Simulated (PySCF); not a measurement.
Species: C7H8O2.
Atom-mapped SMILES: `[CH:1]#[C:2]/[CH:3]=[CH:4]/[CH2:5][CH2:6][O:7][CH:8]=[O:9]` (hydrogens: H10 on C1; H11 on C3; H12 on C4; H13, H14 on C5; H15, H16 on C6; H17 on C8)

Jobs on this species (17 atoms, 66 electrons) with PySCF (density fitting). Hardware of each: an Arm Neoverse V1 with one thread, no GPU, on a shared host. The host was shared with other jobs, so the times are rough. Peak memory is the resident size of the whole Python process, interpreter and libraries included.

Question: Rank these jobs by wall time, shortest first.
A. wB97X/pcSseg-1, start guess atom; 3 singlets by full TDDFT, 5 Tamm–Dancoff triplets, polarisability, density and orbital grids written; 193 basis functions
B. X3LYP/6-31G, IEF-PCM acetonitrile, damping 0.2 at the start, DIIS from the seventh cycle; shieldings, charges and field gradients; 97 basis functions
C. PBE0/pcSseg-1; shieldings, charges and field gradients; 193 basis functions

Answer: B (17 s), C (29 s), A (48 s).

All jobs:

```tsv
level and settings	work	basis functions	SCF cycles	wall time	peak memory
X3LYP/6-31G, IEF-PCM acetonitrile, damping 0.2 at the start, DIIS from the seventh cycle	shieldings, charges and field gradients	97	18	17 s	0.87 GiB
PBE0/pcSseg-1	shieldings, charges and field gradients	193	15	29 s	0.78 GiB
HSE06/6-31++G**, IEF-PCM dimethylsulfoxide, energy threshold 1e-06 Eh	shieldings	210	8	41 s	1.2 GiB
X3LYP/def2-SVPD	6 singlets by full TDDFT, polarisability	250	14	42 s	1.2 GiB
BLYP/pcSseg-1	shieldings, charges and field gradients	193	17	44 s	0.74 GiB
PBE0/def2-SVPD	6 singlets by full TDDFT, 2 Tamm–Dancoff triplets, polarisability	250	14	46 s	1.0 GiB
wB97X/pcSseg-1, start guess atom	3 singlets by full TDDFT, 5 Tamm–Dancoff triplets, polarisability, density and orbital grids written	193	12	48 s	0.94 GiB
```

Q: What do all jobs in the table cost together?

A: About 4.5 min; the longest takes about 18 % of that, and about 2.8 times as long as the shortest.
